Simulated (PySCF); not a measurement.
**Radial density of Zr²⁺ (zirconium, charge +2)**

M06-2X, [Kr] 4d2, high-spin 3F determinant. Computed with PySCF 2.14 in aug-cc-pVDZ-PP with ECP28MDF, with a scalar-relativistic core potential. This is the valence pseudo-density: the core potential removes the inner electrons and smooths the orbitals near the nucleus.

```json
{"r (bohr)": "0.0620", "4πr²ρ (e/bohr)": "2.990e-05", "4πr²(ρα − ρβ)": "0.0000"}
{"r (bohr)": "0.104", "4πr²ρ (e/bohr)": "0.0001260", "4πr²(ρα − ρβ)": "0.0000"}
{"r (bohr)": "0.175", "4πr²ρ (e/bohr)": "0.0009635", "4πr²(ρα − ρβ)": "0.0001"}
{"r (bohr)": "0.295", "4πr²ρ (e/bohr)": "0.01560", "4πr²(ρα − ρβ)": "0.0019"}
{"r (bohr)": "0.496", "4πr²ρ (e/bohr)": "0.4490", "4πr²(ρα − ρβ)": "0.0365"}
{"r (bohr)": "0.834", "4πr²ρ (e/bohr)": "5.437", "4πr²(ρα − ρβ)": "0.3849"}
{"r (bohr)": "1.40", "4πr²ρ (e/bohr)": "7.532", "4πr²(ρα − ρβ)": "1.0881"}
{"r (bohr)": "2.36", "4πr²ρ (e/bohr)": "1.486", "4πr²(ρα − ρβ)": "0.6855"}
{"r (bohr)": "3.97", "4πr²ρ (e/bohr)": "0.09535", "4πr²(ρα − ρβ)": "0.0883"}
{"r (bohr)": "6.68", "4πr²ρ (e/bohr)": "0.0005798", "4πr²(ρα − ρβ)": "0.0006"}
```

Energies and moments cover only the electrons outside the core potential.
